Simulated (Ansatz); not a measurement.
CrPb, multiplicity 9 (lowest of 2S+1 = 1, 3, 5, 7, 9 at CCSD(T)/def2-TZVPP on PBE0 minima; our sources give no spin for the ground state, which may be another), most abundant isotopes (51.9405 and 207.9767 u). Constants from fifth-degree fits in 1/R to seven points on the lowest solution found; no spin–orbit coupling, no relativity up to Kr; ω_e x_e and α_e move by some per cent with the fit.

Correlated levels freeze the inner cores; with def2 sets outer-core shells near the valence are correlated too.

Programs: Ansatz (a program for electronic structure).  In def2 rows elements past Kr take small-core potentials, without spin–orbit coupling.

```
level               r_e (Å)  ω_e (cm⁻¹)  ω_e x_e (cm⁻¹)  α_e (cm⁻¹)
------------------  -------  ----------  --------------  ----------
PBE/def2-TZVPP       2.8510       139.8           0.660    0.000294
CCSD(T)/def2-TZVPP   2.8065       150.5           0.639    0.000283
```

### Question
Derive the rotational constants, the centrifugal constant, the fundamental, the zero-point energy and the force constant.

### Answer

μ = 41.56098 u.
- PBE/def2-TZVPP: B_e = 16.8576/(μ r_e²) = 0.049903 cm⁻¹; B₀ = B_e − α_e/2 = 0.049756 cm⁻¹; D = 4B_e³/ω_e² = 2.54e-08 cm⁻¹; fundamental ω_e − 2ω_e x_e = 138 cm⁻¹; zero-point energy ω_e/2 − ω_e x_e/4 = 70 cm⁻¹; k = μ(2πcω_e)² = 47.9 N/m
- CCSD(T)/def2-TZVPP: B_e = 16.8576/(μ r_e²) = 0.051498 cm⁻¹; B₀ = B_e − α_e/2 = 0.051356 cm⁻¹; D = 4B_e³/ω_e² = 2.41e-08 cm⁻¹; fundamental ω_e − 2ω_e x_e = 149 cm⁻¹; zero-point energy ω_e/2 − ω_e x_e/4 = 75 cm⁻¹; k = μ(2πcω_e)² = 55.5 N/m
